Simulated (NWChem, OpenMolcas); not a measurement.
# Exact exchange and the HOMO–LUMO gap of CH2BF3O

CH2BF3O has 8 atoms, charge 0, and is taken as a singlet. As SMILES, `OC(F)B(F)F`. The coordinates come from a PBE0-D4/def2-TZVP relaxation. This is one conformer, not always the lowest.

The HOMO–LUMO gap y, in eV, basis def2-SVP; a is the functional's share of exact exchange. Programs: NWChem 7.3.0, OpenMolcas 26.06.

| functional | program | a | y (eV) |
| --- | --- | --- | --- |
| revPBE | OpenMolcas | 0 | 5.93 |
| PBE | OpenMolcas | 0 | 5.86 |
| B3LYP | OpenMolcas | 0.2 | ? |
| PBE0 | NWChem | 0.25 | 8.73 |
| BHLYP | OpenMolcas | 0.5 | 11.53 |

Task: Fit y = c + s·a to the known rows and predict B3LYP.

Result: 
1. Means of the 4 rows: a = 0.1875, y = 8.012.
2. Σ(Δa)² = 0.17188, Σ(Δa·Δy) = 1.9381, so the slope is 1.9381/0.17188 = 11.276.
3. Intercept: 8.012 − (11.276) × 0.1875 = 5.898. The largest residual of the fit is 0.038.
4. B3LYP: 5.898 + (11.276) × 0.2 = 8.15 eV.

The run gave 8.17 eV, so the prediction is off by -0.02 eV, within the largest residual. Exact exchange lowers occupied levels and raises empty ones. The rows mix families of semi-local functionals, which the line can't see.
